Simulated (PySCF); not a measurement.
Spinor energies of Au (gold, neutral)

Start: [Xe] 4f14 5d9 6s1 6p1; 5d3/2 filled at m_j = -3/2, -1/2, +1/2, +3/2; 5d5/2 filled at m_j = -3/2, -1/2, +1/2, +3/2, +5/2; 6s1/2 filled at m_j = +1/2; 6p3/2 filled at m_j = +3/2. Calculated with PySCF 2.14 in x2c-TZVPall-2c: generalised Hartree-Fock with the X2C-1e Hamiltonian and a Gaussian nucleus; spin-orbit coupling (SO) screened by Boettger's factors. This is a chosen level, not necessarily the ground level.

| spinor shell | electrons | ε, screened SO (eV) | weight of nominal j (screened SO) | rms radius, screened SO (bohr) |
| --- | --- | --- | --- | --- |
| 1s1/2 | 2 | -81150.8 | 1.000 | 0.0190 |
| 2s1/2 | 2 | -14470.5 | 1.000 | 0.0768 |
| 2p1/2 | 2 | -13853.0 | 1.000 | 0.0651 |
| 3s1/2 | 2 | -3487.1 | 1.000 | 0.196 |
| 3p1/2 | 2 | -3210.4 | 1.000 | 0.188 |
| 3p3/2 | 4 | -2798.0 | 1.000 | 0.204 |
| 3d3/2 | 4 | -2344.0 | 1.000 | 0.179 |
| 3d5/2 | 6 | -2255.7 | 1.000 | 0.183 |
| 4s1/2 | 2 | -797.35 | 1.000 | 0.433 |
| 4p1/2 | 2 | -678.24 | 1.000 | 0.438 |
| 4p3/2 | 4 | -577.99 | 1.000 | 0.471 |
| 4d3/2 | 4 | -382.86 | 1.000 | 0.485 |
| 4d5/2 | 6 | -363.48 | 1.000 | 0.497 |
| 5s1/2 | 2 | -132.61 | 1.000 | 0.997 |
| 4f5/2 | 6 | -110.54 | 0.999 | 0.544 |
| 4f7/2 | 8 | -106.68 | 0.999 | 0.545 |
| 5p1/2 | 2 | -92.232 | 0.999 | 1.08 |
| 5p3/2 | 4 | -74.144 | 0.999 | 1.18 |
| 5d3/2 | 4 | -18.377 | 0.955 | 1.61 |
| 5d5/2 | 5 | -16.203 | 0.962 | 1.69 |
| 6s1/2 | 1 | -11.609 | 0.990 | 3.02 |
| 6p3/2 | 1 | -4.855 | 1.000 | 4.33 |

**Question.** Where does 2p3/2 lie, and what is the 2p spin-orbit splitting (screened SO)?

**Answer.** At -12011.9 eV, 1841.1 eV above 2p1/2.

```tsv
quantity	screened SO
E (hartree)	-19026.67318
M_J	9/2
⟨J²⟩	24.784
⟨L²⟩	12.195
⟨S²⟩	3.932
```

Each row is a mean over spinors that exchange with the open shell spreads, by up to 4.676 eV (5p3/2).

Breit and QED terms are absent; they matter most for the inner s and p1/2 levels.

Densities and radii are taken from the X2C orbitals without a picture-change correction, which distorts them close to the nucleus.
